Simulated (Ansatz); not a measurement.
Born–Oppenheimer molecular dynamics of Cl$_{2}$H$_{2}$OSn (6 atoms, charge 0, multiplicity 1). It starts from a relaxed structure.

The calculation used RKS PBE0-D4/def2-SVP (Ansatz 0.2.0).

* ensemble: NVE (velocity Verlet)
* time step: 0.5 fs
* steps asked: 150
* starting velocities drawn for: 1500 K
* masses: H 2.014 u
* seed: 171382

First frame:

```xyz
6
Properties=species:S:1:pos:R:3
Sn -0.084 -0.058 0.131
H 0.102 -0.079 1.816
Cl 1.960 0.127 -0.988
O -1.208 1.474 -0.360
H -1.354 1.545 -1.312
Cl -1.083 -2.008 -0.681
```

Q: What does the run give?

A: All steps were run.

* steps done: 150
* time covered: 75 fs
* mean temperature over the second half: 516 K
* spread of the potential energy over the second half: 24.4 meV per atom
* mean potential energy of the second half above the start: 84.8 meV per atom

The conserved energy stayed within 0.075 meV per atom of its start (net change 0.065 meV per atom), so the integration is sound. A run of 0.075 ps of so small a system gives no equilibrium averages.

Q: What happens to the structure?

A: The same pairs are bonded in the first frame and the last. Pairs count as bonded within 1.25 times the sum of covalent radii (0.12 Å more for H–H). Another seed would give other details.

Q: How do temperature and energy run in time?

A: 
```tsv
time (fs)	T (K)	potential energy less start (eV)	conserved less start (meV/atom)
0	1500	0.000	0.00
2.5	1430	0.036	0.04
5	1343	0.081	0.03
7.5	1201	0.155	0.03
10	1016	0.251	0.06
12.5	864	0.329	0.03
15	698	0.415	0.07
17.5	644	0.443	0.04
20	598	0.467	0.06
22.5	615	0.458	0.05
25	665	0.432	0.04
27.5	723	0.402	0.06
30	833	0.345	0.01
32.5	860	0.331	0.05
35	901	0.310	0.01
37.5	875	0.323	0.05
40	867	0.327	0.05
42.5	880	0.320	0.02
45	849	0.337	0.06
47.5	843	0.340	0.01
50	747	0.389	0.05
52.5	670	0.429	0.03
55	547	0.493	0.03
57.5	402	0.568	0.05
60	294	0.624	0.03
62.5	174	0.686	0.07
65	156	0.695	0.04
67.5	148	0.699	0.06
70	204	0.670	0.05
72.5	308	0.617	0.04
75	417	0.561	0.06
```

Time of the run: 8.4 min on 1 thread of Arm Neoverse V2, on a shared host, peak memory 0.19 GiB.
